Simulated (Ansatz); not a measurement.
Ansatz (an electronic-structure program) input (HF/3-21G): The .json file is the Basis Set Exchange's 3-21G.

Ansatz 0.2 input:
```yaml
crystal:
  periodic: [false, false, false]
  atoms:
    - {symbol: Ge, position_ang: [-0.00000000, -0.00000000, -0.67615959]}
    - {symbol: S, position_ang: [0.00000000, 0.00000000, 1.35231918]}
basis:
  gaussian:
    orbitals: 3-21G.json
hamiltonian:
  xc: {name: HF}
relax: {f_tol: 0.003, max_steps: 120}
```

Q: Predict the final energy.

A: -2460.95172 Eh.
